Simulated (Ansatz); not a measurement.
Ansatz (a quantum-chemistry and plane-wave program) input (B3LYP-D3(BJ)/def2-TZVP):

Ansatz 0.2 input:
```yaml
crystal:
  periodic: [false, false, false]
  atoms:
    - {symbol: C, position_ang: [3.14117906, 0.12696960, 0.55434154]}
    - {symbol: C, position_ang: [1.95654538, -0.65667916, 0.00181584]}
    - {symbol: C, position_ang: [0.69369584, 0.19741105, -0.05182746]}
    - {symbol: C, position_ang: [-0.51142332, -0.59166624, -0.61123405]}
    - {symbol: C, position_ang: [-1.73225835, 0.23596048, -0.68463209]}
    - {symbol: C, position_ang: [-2.73619317, 0.23120532, 0.40205891]}
    - {symbol: O, position_ang: [-3.88983555, 0.98855910, 0.11993479]}
    - {symbol: H, position_ang: [3.34624663, 0.99630092, -0.06660387]}
    - {symbol: H, position_ang: [2.93317138, 0.47086030, 1.56518096]}
    - {symbol: H, position_ang: [4.03295255, -0.49498730, 0.57981135]}
    - {symbol: H, position_ang: [2.19456906, -1.01409801, -1.00272483]}
    - {symbol: H, position_ang: [1.77496012, -1.53153854, 0.63033568]}
    - {symbol: H, position_ang: [0.86941014, 1.07137238, -0.68201070]}
    - {symbol: H, position_ang: [0.44822932, 0.55235328, 0.95088140]}
    - {symbol: H, position_ang: [-0.68558609, -1.46007587, 0.02867965]}
    - {symbol: H, position_ang: [-0.23888280, -0.94724761, -1.61016717]}
    - {symbol: H, position_ang: [-1.79731688, 1.01211647, -1.42892869]}
    - {symbol: H, position_ang: [-2.32970617, 0.67344543, 1.32730523]}
    - {symbol: H, position_ang: [-3.01338064, -0.81096242, 0.65346023]}
    - {symbol: H, position_ang: [-4.20828056, 0.74645616, -0.75663061]}
basis:
  gaussian:
    orbitals: def2-TZVP
hamiltonian:
  xc: b3lyp
  dispersion: d3bj
magnetization: {spin_polarized: true, initial_magnetization: 1}
relax: {f_tol: 0.002, max_steps: 150}
```

End of the output:

```
Atom 6 at    -4.004457     0.686643     0.098127 Å, force     0.000366     0.000706     0.000664 eV/Å
Atom 7 at     3.364022     0.965138     0.141087 Å, force     0.000029     0.000065    -0.000022 eV/Å
Atom 8 at     2.886749     0.257438     1.683579 Å, force    -0.000032     0.000044     0.000107 eV/Å
Atom 9 at     4.008461    -0.603170     0.628471 Å, force     0.000008     0.000032    -0.000005 eV/Å
Atom 10 at     2.204459    -0.913773    -1.072451 Å, force     0.000010    -0.000052    -0.000134 eV/Å
Atom 11 at     1.730434    -1.616079     0.459025 Å, force    -0.000007    -0.000035     0.000008 eV/Å
Atom 12 at     0.866210     1.137638    -0.548201 Å, force     0.000034     0.000063    -0.000046 eV/Å
Atom 13 at     0.395545     0.436201     0.986485 Å, force    -0.000052     0.000021     0.000117 eV/Å
Atom 14 at    -0.710105    -1.457529    -0.205246 Å, force     0.000009     0.000035     0.000049 eV/Å
Atom 15 at    -0.224241    -0.774292    -1.751683 Å, force     0.000089    -0.000134    -0.000148 eV/Å
Atom 16 at    -1.920481     1.010321    -1.564752 Å, force    -0.000102     0.000202    -0.000249 eV/Å
Atom 17 at    -2.348956     1.300043     1.054165 Å, force     0.000224     0.000197     0.000131 eV/Å
Atom 18 at    -2.543931    -0.450361     1.071650 Å, force    -0.000202    -0.000112     0.000337 eV/Å
Atom 19 at    -4.260896     0.036622    -0.566226 Å, force    -0.000925    -0.000829    -0.000935 eV/Å
Dipole moment:     0.317917    -0.235048    -0.122935 e Å
```

It need not be the lowest isomer of its formula.
